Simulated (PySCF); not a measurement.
Be(OH)(OMe), SMILES C[O][Be][OH] (CH4BeO2), CAM-B3LYP/def2-SVP optimised geometry. Atoms within 1.6 Å of the plane z = 0.0 Å (x, y, z in Å): Be1 (0.42, -0.10, 0.00), O2 (1.81, -0.10, 0.00), H3 (2.75, -0.14, 0.03), O4 (-0.97, -0.10, 0.00), C5 (-2.34, -0.11, 0.00), H6 (-2.74, -0.87, -0.70), H7 (-2.75, -0.33, 1.00), H8 (-2.75, 0.87, -0.31).

Level of theory: CAM-B3LYP/def2-TZVP (PySCF). Cells within 0.4 Å of a nucleus heavier than hydrogen are left out (blank, or x).

Map of the Laplacian of the electron density (e/bohr⁵), clipped to [-1.50, 1.50] on the plane z = 0.0 Å:

```
|44444444444444444444444444444|
|44444444444444444444444444444|
|44444444444444444444444444444|
|44444444444444444444444444444|
|44444444444444444444444444444|
|44444444444444444444444444444|
|44444444444444444444444444444|
|44444444444444444444444444444|
|44444444444444444444444444444|
|44444444444444444444444444444|
|44444455444444444444444444444|
|44444545555554444445544444444|
|44444543555655444556555444444|
|44445541456345597552665544444|
|4444555xx31xx59xx6xxx11544444|
|4444555xx44xx59xx51x043544444|
|44444554556665555566655444444|
|44444555555555444555554444444|
|44444445444444444444444444444|
|44444444444444444444444444444|
|44444444444444444444444444444|
|44444444444444444444444444444|
|44444444444444444444444444444|
|44444444444444444444444444444|
|44444444444444444444444444444|
|44444444444444444444444444444|
|44444444444444444444444444444|
|44444444444444444444444444444|
|44444444444444444444444444444|
```
Scale: ten equal steps from -1.39 (start of '0') to 1.50 (end of '9'), in the order '0123456789'; x runs from -5.00 to 5.00, y from -5.00 (bottom) to 5.00 (top).
